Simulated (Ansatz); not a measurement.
Consider the ligand exchange at a B–Cl bond: `NB(F)Cl` + `[OH][GeH3]` → `NB(F)[O][GeH3]` + HCl.

Gas-phase electronic energies from Ansatz, PBE0-D4/def2-TZVP geometries. CBS: MP2 limit from def2 TZ/QZ plus the TZ coupled-cluster correction, frozen cores. This one scheme is used for every species. DFT in def2-TZVPP. For Ge outer-core shells are correlated without core-valence functions, which leaves a few kJ/mol of doubt a bond. Scalar relativity is left out up to krypton. One conformer a species, not always the lowest.

```tsv
level	ΔE (kJ/mol)
PBE0-D4	-40.4
ωB97X-V	-44.6
SCS-MP2/def2-QZVPP	-45.6
HF/CBS(def2)	-56.3
```

Q: What does CCSD(T)/CBS give? (Best estimate.)

A: The calculation gave: -46.6 kJ/mol. The listed levels differ from it by 6.2, 2.0, 1.0, -9.7 kJ/mol.

Largest T1 diagnostic among the species: 0.012.

From PBE to PBE0 (25 % exact exchange), in def2-TZVPP and without D4, ΔE moves by −4.9 kJ/mol. In def2-TZVPP, CCSD(T) changes the Hartree–Fock value by +6.4 kJ/mol (the triples alone add +1.9 kJ/mol) and MP2 by +11.2 kJ/mol.
